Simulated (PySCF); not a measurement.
Zr(OEt)(H)3 (C₂H₈OZr), SMILES C(C)[O][ZrH3], multiplicity 1. Heavy atoms are numbered as in [ZrH3:1][O:2][CH2:3][CH3:4]. Hydrogens are named by the atom that carries them.

Geometry: B3LYP-D3(BJ)/def2-SVP. The multiplicity is an assumed one; other spin states were not compared. The def2 effective core potentials stand for the cores of Zr; spin–orbit coupling is left out. Other conformers were not sampled.

Method: PBE/def2-TZVP in PySCF.

ESP charges are fitted to the potential on shells at 1.4 to 2.0 van der Waals radii. Atomic charges (e), one atom of each kind:

```tsv
atom	Mulliken	ESP fit	Löwdin
Zr1 (ZrH3)	0.80	1.27	0.36
O2	-0.47	-0.58	0.01
C3 (CH2)	-0.05	0.34	-0.36
C4 (CH3)	-0.35	-0.41	-0.31
H on C3	0.11	0.02	0.13
H on C4	0.13	0.12	0.13
H on Zr1	-0.18	-0.34	-0.12
```
